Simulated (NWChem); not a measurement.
Species: C₂H₇NOSi₂; SMILES C1C(=N[Si@H]1O)[SiH3]

```xyz
13

O      0.3153     2.8223    -0.5724
Si    -0.0184     1.5033     0.3745
C     -1.2573     0.1558    -0.1508
C      0.0254    -0.6864     0.0239
Si     0.1332    -2.5869    -0.0869
N      1.0573     0.0641     0.2795
H      0.5471     2.6578    -1.4975
H     -0.1636     2.0661     1.7371
H     -1.6136     0.1700    -1.1876
H     -2.0953    -0.1204     0.4997
H     -0.7761    -3.1796     0.9327
H     -0.3400    -3.0255    -1.4295
H      1.5236    -3.0487     0.1382
```
Atoms are numbered in this order, from 1.

Program: NWChem. Pople sets run with spherical d functions. Geometry: optimised at B3LYP/6-31G* (spherical d). GIAO values for the isolated, static molecule; σ is the absolute isotropic shielding, δ = σ(reference) − σ with the isolated reference molecule computed at the same levels (13C: tetramethylsilane, 1H: tetramethylsilane, 17O: water, 29Si: tetramethylsilane).

```json
[
 {"level": "LDA (Slater exchange, VWN5)/pcSseg-1", "δ O1 (ppm)": "95.5", "δ C3 (ppm)": "50.7", "δ C4 (ppm)": "231.1", "δ Si5 (ppm)": "-86.4", "δ H7 (ppm)": "2.92", "δ H8 (ppm)": "5.65", "δ H11 (rotor mean) (ppm)": "4.53"},
 {"level": "B3LYP/6-31G*", "δ O1 (ppm)": "[?]", "δ C3 (ppm)": "[?]", "δ C4 (ppm)": "[?]", "δ Si5 (ppm)": "[?]", "δ H7 (ppm)": "[?]", "δ H8 (ppm)": "[?]", "δ H11 (rotor mean) (ppm)": "[?]"},
 {"level": "PBE/pcSseg-1", "δ O1 (ppm)": "85.8", "δ C3 (ppm)": "47.9", "δ C4 (ppm)": "222.0", "δ Si5 (ppm)": "-83.3", "δ H7 (ppm)": "2.64", "δ H8 (ppm)": "5.41", "δ H11 (rotor mean) (ppm)": "4.36"}
]
```

Problem. What belongs in the gaps?

Solution. 
- B3LYP/6-31G*, δ O1 (ppm): 63.0
- B3LYP/6-31G*, δ C3 (ppm): 42.0
- B3LYP/6-31G*, δ C4 (ppm): 205.3
- B3LYP/6-31G*, δ Si5 (ppm): -47.4
- B3LYP/6-31G*, δ H7 (ppm): 2.46
- B3LYP/6-31G*, δ H8 (ppm): 5.53
- B3LYP/6-31G*, δ H11 (rotor mean) (ppm): 4.28
